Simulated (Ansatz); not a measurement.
Geometry optimisation, RKS r2SCAN-D4/def2-SVP in Ansatz 0.2.0.

input.yaml

```yaml
crystal:
  periodic: [false, false, false]
  atoms:
    - { symbol: Sn, position_ang: [0.413607, 0.384212, -0.351484] }
    - { symbol: H, position_ang: [-0.380687, 0.035977, 2.466636] }
    - { symbol: Cl, position_ang: [2.096228, -0.031566, -1.915507] }
    - { symbol: Cl, position_ang: [-1.186782, 1.768788, -1.329882] }
    - { symbol: H, position_ang: [-0.276649, -1.041542, 0.244174] }
    - { symbol: F, position_ang: [1.28762, 1.483877, 0.927746] }
    - { symbol: H, position_ang: [0.101661, 0.566554, 2.441417] }
basis:
  gaussian: { orbitals: def2-SVP }
hamiltonian:
  xc: r2scan
  dispersion: d4
relax:
  f_tol: 0.03
  max_steps: 50
```

Run as:

```bash
$ ansatz run input.yaml --threads 2 --pin off --max-ram 3072MiB --backend cpu --events-out ev --progress --plain --runs-dir out
```

Q: Where does it end, and by what steps?

A: The forces met the threshold. The force dipped under the threshold on the way, but the program's further checks kept it going. After 7 steps the energy has fallen by 0.134 eV; H2 moved furthest, 0.69 Å.

```tsv
step	energy less start (eV)	largest force component (eV/Å)	accepted
0	0.0000	1.238	yes
1	-0.1001	0.120	yes
2	-0.1243	0.095	yes
3	-0.1298	0.140	yes
4	-0.1322	0.023	yes
5	-0.1328	0.030	yes
6	-0.1334	0.042	yes
7	-0.1335	0.017	yes
```

```xyz
7
Properties=species:S:1:pos:R:3
Sn 0.468 0.351 -0.590
H -0.541 0.191 3.115
Cl 2.148 0.075 -2.179
Cl -1.157 1.784 -1.442
H -0.160 -1.121 -0.023
F 1.297 1.317 0.864
H -0.001 0.569 2.738
```

Run time: 34 s on 2 threads of Arm Neoverse V2, on a shared host, peak memory 0.15 GiB.
